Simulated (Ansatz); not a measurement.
Li₉H₈⁺. Total charge 1; singlet. Geometry PBE-D4/def2-SVP, basis def2-TZVP, Ansatz.

```xyz
17

Li    0.802    0.799   -1.185
Li    1.396   -2.409    2.186
Li    2.647   -0.535   -0.128
Li    0.263   -1.353    0.274
Li   -1.557    1.044   -1.799
Li   -1.607   -0.889    2.588
Li   -2.967    1.853    1.062
Li   -0.694    0.986    0.753
Li    1.418    0.299   -3.434
H     1.984   -2.022    0.615
H    -0.804   -0.283   -0.697
H    -0.005    1.208   -2.770
H    -1.887    2.027   -0.288
H    -0.265   -1.838    2.062
H     2.195   -0.124   -1.852
H    -2.048    0.689    2.027
H     1.128    0.548    0.585
```

```tsv
run	HOMO (eV)	LUMO (eV)
A	-8.04	-4.06
B	-11.43	-2.15
C	-8.23	-3.41
D	-9.12	-3.48
E	-8.13	-4.18
```

Another isomer (singlet) lies 0.33 eV lower at PBE0-D4/def2-TZVP; other spin states weren't run for this one.

Task: The runs used LDA (SPW92), PBE, PBE0, r2SCAN, ωB97X-V. Estimate which is which.

Result: A PBE (0 % exact exchange); B ωB97X-V (range-separated); C r2SCAN (0 % exact exchange); D PBE0 (25 % exact exchange); E LDA (SPW92) (0 % exact exchange). Exact exchange lowers occupied and raises empty levels; among semilocal functionals meta-GGAs tend to open the gap a little, and such runs are hard to tell apart. The gap grows from 3.95 eV (LDA (SPW92)) to 9.28 eV (ωB97X-V).
